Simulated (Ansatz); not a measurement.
Species: H₂AlO, SMILES `[OH][AlH]` (H–O–Al–H torsion 0°) (charge 0, multiplicity 2).

Give a relaxed geometry from B3LYP-D3(BJ)/def2-TZVP (Ansatz, a quantum-chemistry and plane-wave program).

Several could match; the one computed here: the end point of this relaxation, one of several conformers (outside a Z-matrix the atoms follow the SMILES, hydrogens last).
Z-matrix (Å, degrees):
```
Al
O 1 1.7042
H 2 0.9596 1 126.03
H 1 1.6105 2 118.47 3 0.00
```
